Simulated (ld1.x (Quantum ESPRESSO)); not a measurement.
platinum: excitation energies, all-electron against ultrasoft

* Element: platinum (Pt)
* Generator: ld1.x (Quantum ESPRESSO) 7.5
* Type: ultrasoft
* Functional: PBE
* Relativity: scalar-relativistic
* Frozen core: [Xe] 4f14
* Valence charge: 10
* Reference configuration: 5d9 6s0.5 6p0 (charge +0.5)
* Partial waves: 6s (bound): rcut 1.80, rcutus 2.20 bohr; 6s channel at 1.75 Ry: rcut 1.80, rcutus 2.20 bohr; 6p (bound, empty): rcut 3.40, rcutus 3.60 bohr; 6p channel at 0.1 Ry: rcut 3.40, rcutus 3.60 bohr; 5d (bound): rcut 1.10, rcutus 1.70 bohr; 5d channel at -0.2 Ry: rcut 1.10, rcutus 1.70 bohr
* Local potential: all-electron potential smoothed inside 1.20 bohr (lloc = -1)
* Core correction: none
* Augmentation charge: PSQ, inside the norm-conserving radii

Energies are relative to the spin-unpolarised reference configuration 5d9 6s0.5 6p0; without spin polarisation the order of configurations can differ from experiment. Not all tests gave a result: test run stopped at test 5 of 7 (negative rho).

Its overlap operator is not positive definite in a basis up to 400 Ry (lowest eigenvalue p -0.05), so the file is unfit for use: the generalised eigenproblem breaks down once the basis is large enough, and its test numbers describe a broken file.

```
valence configuration  charge  ΔE all-electron (eV)  error AE − PS (meV)
          5d9 6s1 6p0       0                -3.694                  +13
          5d9 6s0 6p0      +1                 5.500                  +15
          5d8 6s0 6p0      +2                25.466                  +22
          5d8 6s1 6p1       0                 2.874                 -4.4
```

Levels in the configuration 5d8 6s1 6p1:

| level | all-electron (eV) | pseudo (eV) |
| --- | --- | --- |
| 5d | -9.959 | -10.012 |
| 6s | -7.893 | -7.962 |
| 6p | -2.102 | -2.102 |

Note: ghost state, extra bound levels that the all-electron valence spectrum of the same l lacks: s at -352.6 eV (p not tested). A true bound ghost makes a file unfit for plane-wave use.
